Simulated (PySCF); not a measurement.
**Working out the ionisation energy of Cd**

Cd [Kr] 4d10 5s2 (1S) → Cd⁺ [Kr] 4d10 5s1 (2S). Computed with PySCF 2.14 in def2-QZVPPD with the def2 core potential (28 electrons), with a scalar-relativistic core potential. Frozen: nothing. Energies in hartree (1 hartree = 27.21139 eV):

| part | Cd (lower) | Cd⁺ (upper) |
| --- | --- | --- |
| UHF | -166.884913 | -166.615296 |
| MP2 opposite-spin | -0.538277 | -0.494309 |
| MP2 same-spin | -0.255151 | -0.238780 |

Q: What does Hartree-Fock give?

A: (-166.615296) − (-166.884913) = 0.269617 hartree = 7.337 eV.

Q: What do MP2 and SCS-MP2 (6/5 opposite-spin, 1/3 same-spin) give?

A: The opposite-spin parts differ by 1.196 eV and the same-spin parts by 0.445 eV. MP2: 7.337 + (1.196) + (0.445) = 8.978 eV. SCS-MP2: 7.337 + 1.2 × (1.196) + (0.445)/3 = 8.921 eV.

Measured between the centres of the two terms (NIST): 8.994 eV, so MP2 (valence and next inner shell) is off by -0.016 eV.

What remains against the reference includes basis incompleteness and correlation beyond second order.
